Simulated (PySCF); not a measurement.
1-fluorocyclopropane-1-carbaldehyde (C₄H₅FO), SMILES C1(F)(C=O)CC1. Atoms are numbered in the order given.

```xyz
11

O     -0.2910     2.0249     0.0000
C      0.5524     1.1620     0.0000
C      0.2429    -0.2948     0.0000
F      1.3635    -1.0772     0.0000
C     -0.9650    -0.7931     0.7506
C     -0.9650    -0.7931    -0.7506
H      1.6498     1.3863     0.0000
H     -0.8350    -1.7500     1.2623
H     -1.5574    -0.0378     1.2737
H     -0.8350    -1.7500    -1.2623
H     -1.5574    -0.0378    -1.2737
```
Charge 0, spin multiplicity 1.

Geometry optimised at B3LYP-D3(BJ)/def2-SVP. The values are those of a single conformer.

Vertical ionisation energy (IE) and electron affinity (EA) in eV. Rows of orbital energies are one-electron estimates. Where ΔSCF, EOM or ADC give a negative EA the extra electron is unbound and the value depends on the basis.

```tsv
level	IE	EA
−ε(HOMO), −ε(LUMO), PBE0/def2-TZVP (PySCF)	7.78	1.17
−ε(HOMO), −ε(LUMO), PBE/def2-TZVP (PySCF)	6.17	2.28
```
